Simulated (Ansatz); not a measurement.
```yaml
crystal:
  periodic: [false, false, false]
  atoms:
    - {symbol: N, position_ang: [1.955804, -1.202325, 1.496337]}
    - {symbol: C, position_ang: [1.055970, -1.072294, 0.784647]}
    - {symbol: O, position_ang: [0.058330, -0.960290, -0.005405]}
    - {symbol: Si, position_ang: [-0.617592, 0.521402, -0.484071]}
    - {symbol: H, position_ang: [-1.727112, 0.118871, -1.367847]}
    - {symbol: H, position_ang: [-1.085230, 1.230025, 0.726414]}
    - {symbol: H, position_ang: [0.420929, 1.296712, -1.195776]}
basis:
  gaussian: {orbitals: def2-TZVP}
hamiltonian: {xc: {name: M06-2X}}
output: {forces: true}
```

```sh
$ ansatz run in.yaml --threads 2 --pin off --events-out ev --progress --plain --max-ram 4352MiB
```

Output, abridged:

```
Error: YAML parse error: error: line 13 column 19: hamiltonian.xc: no functional is named "M06-2X"; the names, which are not case-sensitive, are SVWN5, SPW92, PBE, PBE0, PBEsol, revPBE, revPBE0, RPBE, rPW86-PBE, HSE06, wPBEh, LC-wPBE, HISS, HF, BLYP, B3LYP, B3LYP5, BHLYP, CAM-B3LYP, r2SCAN, r2SCANh, r2SCAN0, r2SCAN50, m-r2SCAN, B97, wB97, wB97X, wB97X-V, B97M-V, wB97M-V, B2PLYP, B2GP-PLYP, PBE0-DH, PBE-QIDH
11 | basis:
12 |   gaussian: {orbitals: def2-TZVP}
13 | hamiltonian: {xc: {name: M06-2X}}
14 | output: {forces: true}
```

**Question.** Something in this input is off. What?

**Answer.** The method's name isn't one that the program takes here. The program refused the input.

HSE06 is defined as in plane-wave codes.
